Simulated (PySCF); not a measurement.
A GIAO shielding run with PySCF (density fitting, non-relativistic, gas phase) on `C1C2([C@@H](CF)CC2)CC1`, C8H13F:

```
{"job": {"kind": "nmr", "xc": "PBE0", "basis": "pcSseg-1"}, "charge": 0, "multiplicity": 1}
F     -3.015349     1.621127    -0.002067
C     -1.686118     1.420587    -0.299150
C     -1.194070     0.138873     0.344312
C     -1.620277    -1.187083    -0.309867
C     -0.163631    -1.666700    -0.256897
C      0.284738    -0.250549     0.138872
C      1.323240    -0.059251     1.253684
C      2.323584     0.478676     0.220348
C      1.204039     0.510896    -0.831131
H     -1.149687     2.293961     0.088436
H     -1.613297     1.385768    -1.391005
H     -1.448355     0.168882     1.406684
H     -2.341188    -1.777439     0.250210
H     -1.986075    -1.052064    -1.325739
H      0.019108    -2.399538     0.526838
H      0.245413    -2.042388    -1.192516
H      1.620468    -0.968255     1.773581
H      1.019847     0.683741     1.989538
H      3.113517    -0.229975    -0.017529
H      2.773155     1.440304     0.457133
H      1.417326    -0.007833    -1.764012
H      0.863199     1.517643    -1.060572
```

Hardware: 1 thread of an x86-64 server CPU, shared host. The job also computes population analyses, field gradients.

Question: How large is the calculation?

Answer: 70 electrons, 218 basis functions and 1123 auxiliary functions.

Question: How long does it take?

Answer: 55 s of wall time, with 12 SCF cycles and 4 response iterations. Times on a shared host scatter by some tens of per cent.
